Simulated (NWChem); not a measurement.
System: CHO₂, doublet; SMILES [O]C=O

Input file for NWChem:

```
start job
memory heap 200 mb stack 900 mb global 1100 mb
geometry units angstroms noautosym nocenter noautoz
  O     -1.143122    -0.000000    -0.125298
  C      0.005674     0.000000     0.214791
  O      1.173921    -0.000000    -0.204183
  H      0.207611    -0.000000     1.371642
end
basis spherical
  * library 6-31g*
end
dft
  odft
  mult 2
  xc xpbe96 cpbe96
  iterations 150
end
property
  efieldgrad
end
task dft property
```

Excerpt of the output:

```
             Northwest Computational Chemistry Package (NWChem) 7.3.0
             --------------------------------------------------------

                             Geometry "geometry" -> ""
                             -------------------------

 Output coordinates in angstroms (scale by  1.889725989 to convert to a.u.)

  No.       Tag          Charge          X              Y              Z
 ---- ---------------- ---------- -------------- -------------- --------------
    1 O                    8.0000    -1.14312200     0.00000000    -0.12529800
    2 C                    6.0000     0.00567400     0.00000000     0.21479100
    3 O                    8.0000     1.17392100     0.00000000    -0.20418300
    4 H                    1.0000     0.20761100     0.00000000     1.37164200

 Effective nuclear repulsion energy (a.u.)      63.3687558248

  pbe96 is a nonlocal functional; adding pw91lda local functional.
                              NWChem Property Module
                              ----------------------

  itol2e modified to match energy
  convergence criterion.

                                 NWChem DFT Module
                                 -----------------

 Summary of "ao basis" -> "ao basis" (spherical)
 ------------------------------------------------------------------------------
       Tag                 Description            Shells   Functions and Types
 ---------------- ------------------------------  ------  ---------------------
 O                           6-31g*                  6       14   3s2p1d
 C                           6-31g*                  6       14   3s2p1d
 H                           6-31g*                  2        2   2s

  itol2e modified to match energy
  convergence criterion.

            General Information
            -------------------
          SCF calculation type: DFT
          Wavefunction type:  spin polarized.
          No. of atoms     :     4
          No. of electrons :    23
           Alpha electrons :    12
            Beta electrons :    11
          Charge           :     0
          Spin multiplicity:     2
          Use of symmetry is: off; symmetry adaption is: off
          Maximum number of iterations: 150
          AO basis - number of functions:    44
                     number of shells:    20
          Convergence on energy requested:  1.00D-07
          Convergence on density requested:  1.00D-05
          Convergence on gradient requested:  5.00D-04

[...]

          -----------------------
          Electric field gradient
          -----------------------

 1 a.u. = 0.324123 10**(16) esu/cm**3  ( or statvolts/cm**2 ) = 0.97174 10**(22) v/m**2

 ------------------------------------------------------------
   Atom      X         Y         Z
 ------------------------------------------------------------
    1 O   -2.16019   0.00000  -0.23678
 ------------------------------------------------------------

 Electric field gradient in molecular frame (a.u.)
         XX             YY             ZZ             XY             XZ             YZ
 ------------------------------------------------------------------------------------------
       -0.411619       0.066125       0.345493      -0.000000      -0.670410      -0.000000

 Principal components (a.u.) and orientation
 of principal axis w.r.t. absolute frame                      Asymmetry parameter eta
 --------------------------------------------------------------------------------------
       -0.802968       0.736842       0.066125                       0.835298

        0.863624      -0.504137      -0.000000
        0.000000       0.000000       1.000000
        0.504137       0.863624      -0.000000

 ------------------------------------------------------------
   Atom      X         Y         Z
 ------------------------------------------------------------
    2 C    0.01072   0.00000   0.40590
 ------------------------------------------------------------

 Electric field gradient in molecular frame (a.u.)
         XX             YY             ZZ             XY             XZ             YZ
 ------------------------------------------------------------------------------------------
        0.157932      -0.221297       0.063365      -0.000000       0.010808       0.000000

 Principal components (a.u.) and orientation
 of principal axis w.r.t. absolute frame                      Asymmetry parameter eta
 --------------------------------------------------------------------------------------
       -0.221297       0.159152       0.062146                       0.438353

        0.000000       0.993695      -0.112119
        1.000000      -0.000000       0.000000
       -0.000000       0.112119       0.993695

 ------------------------------------------------------------
   Atom      X         Y         Z
 ------------------------------------------------------------
    3 O    2.21839   0.00000  -0.38585
 ------------------------------------------------------------

 Electric field gradient in molecular frame (a.u.)
         XX             YY             ZZ             XY             XZ             YZ
 ------------------------------------------------------------------------------------------
       -0.280495       0.539612      -0.259117      -0.000000       0.716729      -0.000000

 Principal components (a.u.) and orientation
 of principal axis w.r.t. absolute frame                      Asymmetry parameter eta
 --------------------------------------------------------------------------------------
       -0.986615       0.539612       0.447003                       0.093866

        0.712360      -0.000000       0.701815
        0.000000       1.000000       0.000000
       -0.701815      -0.000000       0.712360

 ------------------------------------------------------------
   Atom      X         Y         Z
 ------------------------------------------------------------
    4 H    0.39233   0.00000   2.59203
 ------------------------------------------------------------

[...]
```

Level: PBE/6-31G* (spherical d), spin-unrestricted. Structure relaxed at the PBE0/def2-SVP, spin-unrestricted level. No stability test was run on the SCF state. NWChem prints the field gradient with the sign opposite to the second derivative of the potential.
